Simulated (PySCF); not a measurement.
## Spin states of RuO⁺

Unrestricted PBE0; Ru def2-TZVPPD with ECP28, O def2-TZVPPD; scalar-relativistic core potentials (PySCF 2.14). Outer shells of the fragments: Ru+ 4d7; O 2s2 2p4.

Followed along the bond (rough minima from three points):

```tsv
2Ms+1	unpaired	⟨S²⟩ at the start	R at minimum (Å)	Te (eV)
4	π ↑↑, δ ↑	3.96	1.66	0.00
2	π ↑	2.19	1.59	0.28
6	σ ↑, π ↑↑, δ ↑↑	8.77	1.73	0.30
2	π ↑↓, δ ↑	1.84	1.66	0.62
2	π ↑↓, δ ↑	2.02	1.66	0.62
2	σ ↑, π ↓, δ ↑	2.39	1.67	1.03
```

Solutions found at the starting distance of 1.895 Å, counted from the lowest of them; the search is not exhaustive and high or unbound solutions are not listed, so other states can lie among these:

```csv
2Ms+1,unpaired,term,E (eV),⟨S²⟩,⟨Lz²⟩,μ (D)
6,"σ ↑, π ↑↑, δ ↑↑",⁶Σ⁺,0.00,8.77,0.00,-3.57
4,"π ↑↑, δ ↑",⁴Δ,0.36,3.96,4.00,-3.55
2,"π ↑↓, δ ↑",mixed,0.79,2.02,5.79,-3.35
2,"π ↑↓, δ ↑",mixed,0.81,1.84,6.03,-3.31
2,"σ ↑, π ↓, δ ↑",mixed,0.88,2.39,5.05,-2.82
2,π ↑,mixed,0.95,2.19,3.37,-3.35
```

A term symbol is given only where ⟨S²⟩ and ⟨Lz²⟩ are close to those of a pure state; real π, δ and φ orbitals otherwise mix terms. A positive dipole points towards O; it is taken about the centre of mass and depends on that origin.

Compare the gap between the two lowest followed solutions at the starting distance with the gap between their minima.

At PBE0 the second solution (Ms = 0.5 of mixed spin, unpaired electrons π ↑) lies +0.59 eV from the first (quartet, unpaired electrons π ↑↑, δ ↑) at 1.895 Å and +0.28 eV at the minima; the two curves relax by different amounts, since their minima lie near 1.59 and 1.66 Å.

Spin–orbit coupling is left out. The state is the lowest single determinant that the PBE0 search found; with open d or f shells the true ground state can be another one.
